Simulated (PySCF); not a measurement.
C2H10O2Si2, SMILES CO[Si@@H](O)C[SiH3].

Geometry: B3LYP-D3(BJ)/def2-SVP. The structure was generated by enumeration; whether it is a known compound was not checked. The values are those of a single conformer.

Computed with PySCF with M06-2X/def2-TZVP.

total energy: -811.73554 hartree
highest occupied level: -9.61 eV
lowest empty level: 1.12 eV
orbital gap: 10.72 eV
dipole moment: 0.077 e·Å
quadrupole, principal values (traceless, Buckingham form, about the centre of nuclear charge): -9.48, 3.27, 6.21 D·Å
mean static polarisability: 80.9 bohr³ (11.99 Å³)
polarisability, principal values: 72.2, 78.2, 92.2 bohr³
